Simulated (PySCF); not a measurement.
BCl2, SMILES Cl[B]Cl (connectivity only; charge and spin as stated), charge +1, multiplicity 1. The structure is a stationary point at B3LYP-D3(BJ)/def2-TZVP. The multiplicity is an assumed one; other spin states were not compared. The isomer is the one that the SMILES or the coordinates give; other isomers of the formula were not compared.

PySCF with TDDFT-LC-ωPBE/def2-TZVPD puts the lowest singlet excitations at 6.89, 7.06, 7.06, 8.31, 8.54, 8.54 eV.

Question: What are the lowest excitation roots from PySCF with ADC(2)/aug-cc-pVDZ? (Estimate from the structure and the level; the computed values follow.)

Answer: 7.24, 7.24, 7.27, 8.47, 8.79, 8.90 eV. S1 differs by 0.35 eV (second minus first; roots are paired by order, and the bases may differ).
